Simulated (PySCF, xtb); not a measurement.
HS₂, SMILES [S]S (connectivity only; charge and spin as stated), charge -1, multiplicity 1.

Harmonic wavenumbers (cm⁻¹) from GFN2-xTB run with xtb at its own minimum, in rising order: 504, 750, 2194.

What does PySCF 2.14.0 with B3LYP-D3(BJ)/def2-TZVPD give at its own minimum? (Estimate from the structure and the level; the computed values follow.)

462, 824, 2536. Paired by order, the mean absolute difference is 153 cm⁻¹ and the zero-point energies are 4.9 and 5.5 kcal/mol.
